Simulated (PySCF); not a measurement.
## Au⁺ (gold, charge +1) across methods

[Xe] 4f14 5d10, closed-shell 1S. Computed with PySCF 2.14 in ANO-RCC-VTZP, with the spin-free X2C one-electron Hamiltonian (Gaussian nucleus).

```tsv
method	E (hartree)	mean ε 4f (eV)	mean ε 5p (eV)	mean ε 5d (eV)	Σ⟨r²⟩ (bohr²)	⟨S²⟩
M06-2X	-19015.58	-102.54	-76.649	-18.667	47.99	0.000
PBEsol	-19007.90	-90.047	-68.692	-15.363	48.53	0.000
BLYP	-19014.68	-89.938	-68.616	-15.260	48.90	0.000
PBE0	-19013.38	-95.609	-72.554	-16.923	48.12	0.000
LDA	-19001.87	-90.532	-69.017	-15.638	48.67	0.000
PBE	-19013.64	-89.973	-68.663	-15.334	48.58	0.000
r2SCAN	-19013.62	-90.745	-70.188	-15.465	48.13	0.000
```

Q: Estimate the same row for UHF.

A: E (hartree) = -19007.82113; mean ε 4f (eV) = -111.59; mean ε 5p (eV) = -83.212; mean ε 5d (eV) = -20.816; Σ⟨r²⟩ (bohr²) = 47.51; ⟨S²⟩ = 0.000.

Spin-orbit coupling, which splits the p, d and f shells strongly at this Z, is absent.
